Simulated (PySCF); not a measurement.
Excitations are Tamm–Dancoff values on a coarser integration grid. The basis has no diffuse functions, so Rydberg states are missing or too high.

# H3AlS3, SMILES `[SH][Al]([SH])[SH]` (charge 0, multiplicity 1)

Computed with PySCF with r2SCAN-D4/def2-TZVP.

HOMO: -6.81 eV
dipole moment: 1.59 D
HOMO–LUMO gap: 5.62 eV
LUMO: -1.20 eV
S1 excitation (TDA): 5.62 eV
S1 oscillator strength: 0.000
T1 excitation (TDA): 5.27 eV
S1–T1 gap (TDA): 0.34 eV
total energy: -1438.8936 Ha
cost: very roughly 5 core-minutes

```xyz
7

S      0.3825    -1.8489     0.1044
Al     0.1415     0.3147    -0.0641
S      1.8769     1.5354    -0.5517
S     -1.7479     1.3637     0.2257
H     -0.9076    -2.0608     0.4196
H      2.6901     0.4639    -0.5926
H     -2.4355     0.2319     0.4588
```
Charge 0, spin multiplicity 1.
